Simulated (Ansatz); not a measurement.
`[CH3][In]([CH3])[OH]` + `[F][Al]([F])[Br]` → `[CH3][In]([OH])[Br]` + `[CH3][Al]([F])[F]`  (redistribution)

Gas-phase electronic energies from Ansatz, PBE0-D4/def2-TZVP geometries. CCSD(T)/CBS adds triple-zeta CCSD(T) − MP2 to the extrapolated MP2 energy (def2 sets, frozen cores). Functionals use def2-TZVPP. B3LYP here is the variant with VWN-RPA as its local correlation; programs differ in this. HSE06 is defined as in plane-wave codes. def2 core potentials past Kr. For Br, In outer-core shells are correlated without core-valence functions, which leaves a few kJ/mol of doubt a bond. Scalar relativity is left out up to krypton. Each species was taken in one conformer, which may not be the lowest.

| level | ΔE (kcal/mol) | difference from CCSD(T)/CBS |
| --- | --- | --- |
| LDA (SPW92) | -6.8 | -1.5 |
| PBE-D4 | -7.1 | -1.8 |
| revPBE-D4 | -6.6 | -1.3 |
| BLYP-D4 | -7.3 | -2.0 |
| PBE0-D4 | -7.1 | -1.8 |
| B3LYP-D4 | -7.3 | -2.0 |
| r2SCANh-D4 | -6.8 | -1.5 |
| r2SCAN0-D4 | -6.9 | -1.6 |
| HSE06-D4 | -7.2 | -1.9 |
| BHLYP-D4 | -7.7 | -2.4 |
| CAM-B3LYP-D4 | -7.1 | -1.8 |
| ωB97X-V | -6.8 | -1.5 |
| ωB97M-V | -6.7 | -1.4 |
| B2PLYP | -6.6 | -1.3 |
| PBE-QIDH | -6.2 | -0.9 |
| PBE | -7.2 | -1.9 |
| revPBE | -7.2 | -1.9 |
| BLYP | -7.7 | -2.4 |
| r2SCAN | -6.8 | -1.5 |
| PBE0 | -7.2 | -1.9 |
| B3LYP | -7.6 | -2.3 |
| r2SCANh | -6.9 | -1.6 |
| r2SCAN0 | -6.9 | -1.6 |
| BHLYP | -7.9 | -2.6 |
| CAM-B3LYP | -7.3 | -2.0 |
| LC-ωPBE | -6.5 | -1.2 |
| RPA@PBE/def2-TZVPP | -4.1 | 1.2 |
| HF/def2-SVP | -9.4 | -4.1 |
| MP2/def2-SVP | -7.3 | -2.0 |
| CCSD/def2-SVP | -7.3 | -2.0 |
| CCSD(T)/def2-SVP | -7.1 | -1.8 |
| HF/def2-TZVPP | -8.7 | -3.4 |
| MP2/def2-TZVPP | -4.2 | 1.1 |
| SCS-MP2/def2-TZVPP | -4.6 | 0.7 |
| CCSD/def2-TZVPP | -5.0 | 0.3 |
| HF/def2-QZVPP | -8.4 | -3.1 |
| MP2/def2-QZVPP | -4.3 | 1.0 |
| SCS-MP2/def2-QZVPP | -4.8 | 0.5 |
| HF/CBS(def2) | -8.4 | -3.1 |
| MP2/CBS(def2) | -4.6 | 0.7 |
| CCSD(T)/CBS | -5.3 | 0 |

Largest T1 diagnostic among the species: 0.014.

At CCSD(T), def2-SVP lies −1.8 kcal/mol from the extrapolated value and def2-TZVPP +0.5 kcal/mol. Leaving LDA and LC-ωPBE aside and taking each functional with its dispersion term where it has one, the values, not all of them listed here, spread over 1.6 kcal/mol, from B97M-V to PBE-QIDH.
